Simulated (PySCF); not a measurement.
What does the PBE0-D3(BJ)/def2-SVP structure of `[CH3][Hg][CH3]` (HgMe2) look like in three dimensions? (Singlet state.)

```xyz
9
C2H6Hg angstrom
Hg     0.0140   -0.0099   -0.0031
C      0.0051   -0.0325    2.1006
H     -0.4565    0.8852    2.4971
H      1.0308   -0.0988    2.4961
H     -0.5651   -0.8946    2.4798
C      0.0245    0.0161   -2.1063
H     -1.0025    0.0001   -2.5028
H      0.5604   -0.8589   -2.5057
H      0.5222    0.9238   -2.4814
```

Orientation and origin are arbitrary. Atoms count from 1 in this order. 

Bonds between heavy atoms (Å): Hg1–C2 2.104, Hg1–C6 2.103.

Level of theory: PBE0-D3(BJ)/def2-SVP geometry optimisation, gas phase, def2 core potentials past Kr in PySCF.

Point group: near D3d, missed by 0.09 Å at most; the miss may be what the optimiser left on a soft mode (D3 holds within 0.08 Å). Not checked by PBE0-D3(BJ)/def2-SVP frequencies.

The run took 25 s on Intel Xeon Platinum 8375C at 2.90 GHz, one thread, no GPU, on a shared host, and the process peaked at 0.37 GiB of memory. This is the geometry optimisation.
